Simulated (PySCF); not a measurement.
I$_{3}$Sb, triplet, at the geometry of the source list (a higher spin typed on purpose: for a closed-shell molecule this is an excited state) (core potentials on I, Sb); DF-BLYP/def2-SVP run with PySCF.

Here is a job for PySCF.
```python
from pyscf import gto, scf, dft

mol = gto.Mole()
mol.atom = '''
    Sb    0.00070000    0.00200000    0.99470000
    I    -1.87070000   -1.50500000   -0.33200000
    I    -0.36780000    2.37070000   -0.33110000
    I     2.23790000   -0.86770000   -0.33160000
'''
mol.basis = 'def2-svp'
mol.ecp = {'I': 'def2-svp', 'Sb': 'def2-svp'}
mol.spin = 2
mol.verbose = 4
mol.build()

mf = dft.UKS(mol)
mf.xc = 'blyp'
mf.conv_tol_grad = 1e-3
mf = mf.density_fit(auxbasis='def2-universal-jkfit')
mf.kernel()
```

Predict the main parts of the log of this PySCF run.


```
PySCF version 2.14.0

[INPUT] verbose = 4
[INPUT] num. atoms = 4
[INPUT] num. electrons = 98
[INPUT] charge = 0
[INPUT] spin (= nelec alpha-beta = 2S) = 2
[INPUT] symmetry False subgroup None
[INPUT] Mole.unit = angstrom
[INPUT] Symbol           X                Y                Z      unit          X                Y                Z       unit  Magmom
[...]
nuclear repulsion = 571.569472597811
number of shells = 40
number of NR pGTOs = 244
number of NR cGTOs = 104
basis = def2-svp
ecp = {'I': 'def2-svp', 'Sb': 'def2-svp'}

******** <class 'pyscf.df.df_jk.DFUKS'> ********
method = DFUKS
initial guess = minao
damping factor = 0
level_shift factor = 0
DIIS = <class 'pyscf.scf.diis.CDIIS'>
diis_start_cycle = 1
diis_space = 8
diis_damp = 0
SCF conv_tol = 1e-09
SCF conv_tol_grad = 0.001
SCF max_cycles = 50
direct_scf = False
number electrons alpha = 50  beta = 48
XC library pyscf.dft.libxc version 7.1.2
    S. Lehtola, C. Steigemann, M. J. T. Oliveira, and M. A. L. Marques,  SoftwareX 7, 1–5 (2018)
XC functionals = blyp
    A. D. Becke,  Phys. Rev. A 38, 3098 (1988)
    C. Lee, W. Yang, and R. G. Parr,  Phys. Rev. B 37, 785 (1988)
    B. Miehlich, A. Savin, H. Stoll, and H. Preuss,  Chem. Phys. Lett. 157, 200 (1989)
radial grids:
    Treutler-Ahlrichs [JCP 102, 346 (1995); DOI:10.1063/1.469408] (M4) radial grids

becke partition: Becke, JCP 88, 2547 (1988); DOI:10.1063/1.454033
pruning grids: <function nwchem_prune>
grids dens level: 3
symmetrized grids: False
atomic radii adjust function: <function treutler_atomic_radii_adjust>
small_rho_cutoff = 0
tot grids = 87832
init E= -1013.39332816722

cycle= 1 E= -1128.45033611649  delta_E= -115  |g|= 3.92  |ddm|= 13.3

cycle= 2 E= -1128.58165643657  delta_E= -0.131  |g|= 3.21  |ddm|= 12.1

cycle= 3 E= -1132.43728357547  delta_E= -3.86  |g|= 0.929  |ddm|= 7.29

cycle= 4 E= -1132.4836794525  delta_E= -0.0464  |g|= 0.818  |ddm|= 3.47

cycle= 5 E= -1132.97261519995  delta_E= -0.489  |g|= 0.383  |ddm|= 3.05

cycle= 6 E= -1132.9404778298  delta_E= 0.0321  |g|= 0.424  |ddm|= 2.65

cycle= 7 E= -1133.13407552167  delta_E= -0.194  |g|= 0.115  |ddm|= 2.11

cycle= 8 E= -1133.12590886326  delta_E= 0.00817  |g|= 0.141  |ddm|= 1.34

cycle= 9 E= -1133.06062315346  delta_E= 0.0653  |g|= 0.246  |ddm|= 1.59

cycle= 10 E= -1133.13023830143  delta_E= -0.0696  |g|= 0.104  |ddm|= 1.38

cycle= 11 E= -1133.11809623275  delta_E= 0.0121  |g|= 0.136  |ddm|= 1.28

cycle= 12 E= -1133.14431745377  delta_E= -0.0262  |g|= 0.0466  |ddm|= 0.891

[...]

cycle= 20 E= -1133.14548733794  delta_E= -0.000424  |g|= 0.0342  |ddm|= 0.239

cycle= 21 E= -1133.14604435431  delta_E= -0.000557  |g|= 0.0296  |ddm|= 1.27

cycle= 22 E= -1133.14652902887  delta_E= -0.000485  |g|= 0.0245  |ddm|= 0.201

cycle= 23 E= -1133.13039972057  delta_E= 0.0161  |g|= 0.101  |ddm|= 1.22

cycle= 24 E= -1133.14601329076  delta_E= -0.0156  |g|= 0.0288  |ddm|= 1.01

cycle= 25 E= -1133.14601920794  delta_E= -5.92e-06  |g|= 0.0311  |ddm|=    1

cycle= 26 E= -1133.14578686656  delta_E= 0.000232  |g|= 0.0313  |ddm|= 0.955

cycle= 27 E= -1133.14616004176  delta_E= -0.000373  |g|= 0.0285  |ddm|= 1.25

cycle= 28 E= -1133.14634763378  delta_E= -0.000188  |g|= 0.0269  |ddm|= 0.905

cycle= 29 E= -1133.14147423947  delta_E= 0.00487  |g|= 0.0604  |ddm|= 1.13

cycle= 30 E= -1133.14478475092  delta_E= -0.00331  |g|= 0.0392  |ddm|= 0.302

cycle= 31 E= -1133.1446397886  delta_E= 0.000145  |g|= 0.0424  |ddm|= 1.26

cycle= 32 E= -1133.14619033546  delta_E= -0.00155  |g|= 0.0288  |ddm|= 0.367

cycle= 33 E= -1133.14345726376  delta_E= 0.00273  |g|= 0.0492  |ddm|= 1.23

cycle= 34 E= -1133.14336699382  delta_E= 9.03e-05  |g|= 0.049  |ddm|= 0.532

cycle= 35 E= -1133.14652937712  delta_E= -0.00316  |g|= 0.0232  |ddm|= 1.04

cycle= 36 E= -1133.14150182851  delta_E= 0.00503  |g|= 0.062  |ddm|= 1.25

cycle= 37 E= -1133.14639799453  delta_E= -0.0049  |g|= 0.0242  |ddm|= 0.529

cycle= 38 E= -1133.14560397275  delta_E= 0.000794  |g|= 0.0336  |ddm|= 0.72

cycle= 39 E= -1133.13814533106  delta_E= 0.00746  |g|= 0.0759  |ddm|= 1.29

cycle= 40 E= -1133.1443413353  delta_E= -0.0062  |g|= 0.0427  |ddm|= 0.414

cycle= 41 E= -1133.13507006998  delta_E= 0.00927  |g|= 0.0892  |ddm|= 1.21

cycle= 42 E= -1133.1454800679  delta_E= -0.0104  |g|= 0.0354  |ddm|= 0.564

cycle= 43 E= -1133.14673964234  delta_E= -0.00126  |g|= 0.0204  |ddm|= 0.924

cycle= 44 E= -1133.13302673958  delta_E= 0.0137  |g|= 0.0951  |ddm|= 1.26

cycle= 45 E= -1133.14658223568  delta_E= -0.0136  |g|= 0.0223  |ddm|= 0.588

cycle= 46 E= -1133.14426672598  delta_E= 0.00232  |g|= 0.0437  |ddm|= 1.21

cycle= 47 E= -1133.14595122121  delta_E= -0.00168  |g|= 0.0312  |ddm|= 1.22

cycle= 48 E= -1133.14636298832  delta_E= -0.000412  |g|= 0.0263  |ddm|= 0.441

cycle= 49 E= -1133.14439167143  delta_E= 0.00197  |g|= 0.0433  |ddm|=  0.8

cycle= 50 E= -1133.14623290034  delta_E= -0.00184  |g|= 0.0281  |ddm|= 0.947
SCF not converged.
SCF energy = -1133.14623290034 after 50 cycles  <S^2> = 2.0009136  2S+1 = 3.000609
```

The run did not converge; its last values are not results.
